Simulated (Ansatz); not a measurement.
Cost and result for the atomization energy of `[ZnH][CH2]C1CO1` (11 atoms, 11 bonds).

```csv
atom,x (Å),y (Å),z (Å)
Zn1,-1.716,-0.764,0.564
C2,-0.527,-0.436,-0.979
C3,0.415,0.602,-0.464
C4,1.294,0.332,0.668
O5,0.110,1.094,0.868
H6,-2.694,-1.076,1.716
H7,0.000,-1.330,-1.322
H8,-1.108,-0.059,-1.825
H9,0.716,1.411,-1.126
H10,1.291,-0.662,1.112
H11,2.220,0.887,0.788
```

The species carries charge 0 and has multiplicity 1. For Zn the d shell is correlated and the shells below it are frozen. Scalar relativity is left out up to krypton. The structure was optimised at the PBE0-D4/def2-TZVP level. It is one conformer, not always the lowest. Program: Ansatz. All runs use 2 threads of an AMD EPYC 7R13 on a shared host and a share of an NVIDIA H100 80 GB. Times are those of one run each, without the atoms' runs, and a repeat can differ threefold. Electronic energies, without spin–orbit coupling; frozen cores. CCSD(T)/CBS adds CCSD(T) − MP2 in def2-TZVPP to the MP2 limit, and its time is that of the two runs behind it. T1 = 0.014. With those shells the extrapolation isn't a true limit. B3LYP takes the VWN-RPA correlation (the form of Gaussian; ORCA's B3LYP/G).

CCSD(T)/CBS is a level of theory with its own doubt, some kJ/mol a heavy atom from the limit and from the frozen cores, so smaller differences don't rank the functionals.

```csv
level,functions,wall time,atomization (kcal/mol),difference from CCSD(T)/CBS,per bond
PBE0-D4/def2-TZVPP,272,1.9 s,947.8,9.8,0.9
B2PLYP/def2-TZVPP,272,2.1 s,927.7,-10.3,-0.9
PBE-D4/def2-TZVPP (with forces),272,2.3 s,966.4,28.4,2.6
r2SCAN-D4/def2-TZVPP (with forces),272,2.4 s,948.0,10.0,0.9
MP2/def2-QZVPP,508,3.1 s,950.3,12.3,1.1
B3LYP-D4/def2-TZVPP (with forces),272,3.3 s,934.4,-3.6,-0.3
ωB97X-V/def2-TZVPP,272,3.4 s,945.5,7.5,0.7
ωB97M-V/def2-TZVPP (with forces),272,3.9 s,943.7,5.7,0.5
CCSD(T)/def2-TZVPP,272,4 s,916.1,-21.9,-2.0
CCSD(T)/CBS(def2),–,7.2 s,938.0,0.0,0.0
```

The D4 term adds +8.3 kcal/mol with B3LYP and +4.3 kcal/mol with PBE0; it sums over pairs of atoms, weighted by their polarisabilities, and B3LYP, whose exchange is more repulsive, gets the larger term. From PBE to PBE0 (25 % exact exchange), in def2-TZVPP and without D4, the atomization energy moves by −17.8 kcal/mol: exact exchange takes away binding that semilocal exchange gives to molecules. In def2-TZVPP, CCSD(T) changes the Hartree–Fock value by +249.8 kcal/mol (the triples alone add +16.1 kcal/mol) and MP2 by +271.0 kcal/mol; breaking electron pairs costs correlation energy, which Hartree–Fock lacks.
